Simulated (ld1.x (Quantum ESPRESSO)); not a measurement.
## What one change does to a pseudopotential (strontium, TM)

| Item | Value |
| --- | --- |
| Element | Sr |
| Generator | ld1.x (Quantum ESPRESSO) 7.5 |
| Type | norm-conserving Troullier–Martins (Kleinman–Bylander form) |
| Functional | PBE |
| Relativity | scalar-relativistic |
| Frozen core | [Ar] 3d10 4s2 |
| Valence charge | 8 |
| Reference configuration | 4p6 4d0 5s1.75 5p0.25 |
| Partial waves | 5s (bound): rc 2.75 bohr; 4d (bound, empty): rc 2.30 bohr; 4p (bound): rc 1.55 bohr |
| Local potential | the p channel |
| Core correction | none |

Occupied shells without a wave of their own: 5p. They enter only through the test configuration that unscreens the potential.

All-electron outer shells of the reference configuration (PBE, scalar-relativistic, ld1.x):

```json
{"shell": "3d", "level (eV)": "-128.36", "outermost node (bohr)": "–", "outermost maximum (bohr)": "0.38"}
{"shell": "4s", "level (eV)": "-41.24", "outermost node (bohr)": "0.59", "outermost maximum (bohr)": "1.19"}
{"shell": "4p", "level (eV)": "-23.16", "outermost node (bohr)": "0.61", "outermost maximum (bohr)": "1.33"}
{"shell": "5s", "level (eV)": "-3.70", "outermost node (bohr)": "1.65", "outermost maximum (bohr)": "3.67"}
{"shell": "4d", "level (eV)": "-1.51", "outermost node (bohr)": "0.65", "outermost maximum (bohr)": "2.09"}
{"shell": "5p", "level (eV)": "-1.43", "outermost node (bohr)": "1.96", "outermost maximum (bohr)": "4.83"}
```

Change: wave 4p (bound): rc 1.55 bohr becomes 4p (bound): rc 1.00 bohr.

Cutoffs: the cutoffs (Ry, on a coarse ladder) from which the occupation-weighted sum of valence levels, in a spherical-Bessel basis at the reference potential, stays within 10 and 1 mRy of its value at 400 Ry; they do not see the model core or the augmentation charge, which bear on the density cutoff. Errors are all-electron minus pseudo energies relative to the spin-unpolarised reference configuration.

Q: Predict the effect on cutoff, ghosts and configuration errors.

A: Both files keep a bound ghost (s); of the 7 tests that both files solve, the error grows in 3 and shrinks in 3 by more than 15 % and 0.3 meV (median size 5.0 → 7.8 meV); the range in which the p phases agree narrows (upper end at the end of the scan → 0.6).

```tsv
quantity	base	changed
cutoff, loose	40 Ry	140 Ry
cutoff, tight	80 Ry	over 300 Ry
loose cutoff by channel (10 mRy a level)	s 8 Ry, p 30 Ry	s 8 Ry, p 110 Ry
bound ghosts	s	s
error for 4p6 4d0 5s2 5p0, meV [ΔE -0.56 eV]	-1.3	-2.6
error for 4p6 4d0 5s1 5p0, meV [ΔE 5.32 eV]	-7.0	+7.8
error for 4p6 4d0 5s0 5p0, meV [ΔE 16.33 eV]	+31	+25
error for 4p6 4d0.5 5s1.5 5p0, meV [ΔE 0.58 eV]	-5.0	-1.5
error for 4p6 4d0 5s1.5 5p0, meV [ΔE 1.78 eV]	-3.3	-2.4
error for 4p6 4d0 5s1 5p1, meV [ΔE 1.74 eV]	+4.4	+12
error for 4p6 4d0 5s0 5p2, meV [ΔE 4.14 eV]	+17	+33
s: phases at 2.98 bohr within 0.05 rad from the reference energy up to (Ry; the scan ends near 5)	0.1	-0.1
p: phases at 2.98 bohr within 0.05 rad from the reference energy up to (Ry; the scan ends near 5)	to the end of the scan	0.6
d: phases at 2.98 bohr within 0.05 rad from the reference energy up to (Ry; the scan ends near 5)	1.6	0.9
```

 A true bound ghost makes a file unfit for plane-wave use even where its test errors are small: the radial tests pick states by their node count and pass the ghost by.
